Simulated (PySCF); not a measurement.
```xyz
3
charge 1 multiplicity 2, angstrom
Pt    0.0000    0.0000   -0.5022
S     1.0011    0.0000    1.5317
S    -1.0011    0.0000    1.5317
```

These are results of UPBE/[Pt def2-SVP with ECP60, S def2-SVP], scalar-relativistic core potentials, density fitting, no spin–orbit coupling, PySCF, not measurements.

This geometry of PtS₂⁺ is a stationary point at this level.

**Question.** What is the point group?

**Answer.** C2v.

**Question.** Is it a minimum?

**Answer.** Yes: all harmonic wavenumbers are real.

**Question.** What are the dipole moment and the gap between the highest occupied and lowest empty levels of either spin?

**Answer.** 1.63 D about the centre of mass and 0.78 eV.

**Question.** Give the ideal-gas entropy at 298.15 K and 1 bar by parts.

**Answer.** translation 178.2, rotation 105.2, vibration 14.2, spin 5.8; total 303.4 J/(mol K).

Only a few start shapes were tried, so a lower isomer may exist. With open d or f shells other occupations or spin states may lie lower. With an element this heavy the missing spin–orbit coupling can shift these numbers.
